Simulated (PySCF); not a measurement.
C₆H₈F (doublet state).
Atom-mapped SMILES: `[CH3:1][C:2]1=[C:3]([CH:4][F:5])[CH2:6][CH2:7]1` (hydrogens: H8, H9, H10 on C1; H11 on C4; H12, H13 on C6; H14, H15 on C7)

Structure used (GFN2-xTB), in Å, numbered top down from 1:
```
atom  x, y, z in Å
C1     1.542   -1.188   -0.379
C2     0.552   -0.129   -0.107
C3    -0.822   -0.112    0.123
C4    -1.819   -1.030    0.217
F5    -1.577   -2.351    0.069
C6    -0.848    1.394    0.260
C7     0.680    1.360    0.019
H8     2.311   -1.205    0.396
H9     1.055   -2.159   -0.414
H10    2.050   -1.009   -1.330
H11   -2.856   -0.813    0.412
H12   -1.420    1.908   -0.510
H13   -1.152    1.760    1.238
H14    1.282    1.702    0.862
H15    1.019    1.881   -0.878
```

The hyperfine couplings belong to this conformer and change with its torsions.

The calculation used UKS B3LYP, pcH-1 on C F H, non-relativistic, mean-field spin-orbit, GIAO (PySCF 2.14.0). One conformer (not necessarily the lowest) at the GFN2-xTB geometry, without solvent, vibrations or thermal averaging. A GFN2-xTB geometry isn't a minimum of the functional, and hyperfine couplings can be far from their values at a DFT geometry. Stability of the SCF solution: not tested. ⟨S²⟩ is 0.775 where a pure state has 0.75.

The largest Mulliken spin populations are on C2 (+0.63), C4 (+0.59) and C3 (-0.24). The positive populations add up to 1.40 and the negative ones to -0.40, together 2S = 1. The angles at C2 add up to 360.0°, so it is planar.

**Question.** McConnell's relation a(H) = Q·ρ ties the coupling of a proton on a planar π carbon to the spin population of that carbon. What Q do the computed values give?

**Answer.** 
| H | C | ρ(C) | a(H) (G) | a/ρ (G) |
| --- | --- | --- | --- | --- |
| H11 | C4 | +0.585 | -15.65 | -26.7 |

One proton gives one ratio, Q = -26.7 G, and no test of linearity. In McConnell's picture π spin on carbon polarises the C–H bond and leaves opposite spin at the proton, which makes Q negative, as found here.

**Question.** List the C–H protons on four-coordinate carbons next to a three-coordinate spin centre, with their couplings and θ (C–H bond against the normal to the plane of the centre's neighbours, projected along the bond that joins the two).

**Answer.** 
```json
{"β H": "H8", "on": "C1", "centre": "C2", "θ (°)": "30", "cos²θ": "0.76", "a (G)": "+24.68"}
{"β H": "H9", "on": "C1", "centre": "C2", "θ (°)": "89", "cos²θ": "0.00", "a (G)": "+0.80"}
{"β H": "H10", "on": "C1", "centre": "C2", "θ (°)": "32", "cos²θ": "0.72", "a (G)": "+23.51"}
{"β H": "H14", "on": "C7", "centre": "C2", "θ (°)": "25", "cos²θ": "0.82", "a (G)": "+25.66"}
{"β H": "H15", "on": "C7", "centre": "C2", "θ (°)": "27", "cos²θ": "0.79", "a (G)": "+24.96"}
```

Fitting the Heller–McConnell form a = ρ(B0 + B2 cos²θ), with Mulliken ρ = 0.63, gives B0 = 1.4 G and B2 = 49.2 G, with a largest miss of 0.4 G. By this fit the coupling would be 31.7 G at θ = 0° and 0.9 G at 90°.

**Question.** What would the freely rotating methyl group on C1 show?

**Answer.** Three equal couplings, a 1:3:3:1 quartet. The mean of the three values of this geometry estimates the splitting: 16.3 G, or 45.8 MHz (three bonds 120° apart have a mean cos²θ of 1/2 at any torsion).

Couplings in gauss use g_iso = 2.0033.
